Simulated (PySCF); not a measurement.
Energy landscape of H₃Si (cation, charge +1), singlet: umbrella (inversion) coordinate, bond length relaxed. Scanned: angle between the Si-H bonds and the threefold axis (90 = planar). Other coordinates (Si-H bond length) were minimised at B3LYP/def2-TZVP.

Method: PySCF with CCSD(T) on RHF/cc-pVTZ, 5 core orbitals frozen.

Scanned values (°): 90, 93, 96, 99, 102, 105, 108, 111, 114, 117, 120, 123, 126, 129, 132.

Question: At which scan points does the profile have its minima and maxima, and how high do they lie?

Answer: Lower than their neighbours: 90° (0.0 kJ/mol, end of the scan). Higher than their neighbours: 132° (425.4 kJ/mol, end of the scan). The whole profile spans 425.4 kJ/mol.
